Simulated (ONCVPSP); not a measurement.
## An all-electron radial function and its pseudo partner (Al (Z = 13))

Columns: radius, all-electron u(r) and pseudo u(r) of the 2p shell (level -77.99 eV) of aluminium in the configuration [He] 2s2 2p6 3s2; PBE, scalar-relativistic, ONCV scheme, ONCVPSP 4.0.1.

```tsv
r (bohr)	all-electron	pseudo
0.045	0.1058	0.0396
0.090	0.3190	0.1511
0.135	0.5515	0.3205
0.180	0.7615	0.5255
0.225	0.9331	0.7407
0.270	1.0629	0.9420
0.315	1.1527	1.1100
0.360	1.2070	1.2322
0.405	1.2316	1.3038
0.450	1.2323	1.3278
0.495	1.2144	1.3116
0.540	1.1823	1.2662
0.585	1.1401	1.2032
0.630	1.0907	1.1320
0.675	1.0367	1.0598
0.720	0.9800	0.9905
0.765	0.9221	0.9256
0.810	0.8642	0.8648
0.855	0.8071	0.8071
0.900	0.7517	0.7515
0.945	0.6982	0.6981
0.990	0.6471	0.6470
1.035	0.5985	0.5984
1.080	0.5526	0.5525
1.125	0.5094	0.5093
1.170	0.4689	0.4688
```

(1) How many radial nodes do the two functions have?

(2) At about which radius was the pseudo-wave matched?

(3) Where does each function peak?

(4) Is the pseudo-wave norm-conserving?

Answers

(1) The all-electron 2p function has n − l − 1 = 0; the pseudo-wave has 0.

(2) 0.90 bohr, where the columns begin to agree (steps of 0.04 bohr).

(3) Outermost all-electron maximum near 0.45 bohr, pseudo maximum near 0.45 bohr (to the table’s step).

(4) Yes: the ONCV scheme keeps the norm inside the radius equal to the all-electron one, which fixes the energy derivative of the logarithmic derivative at the level.
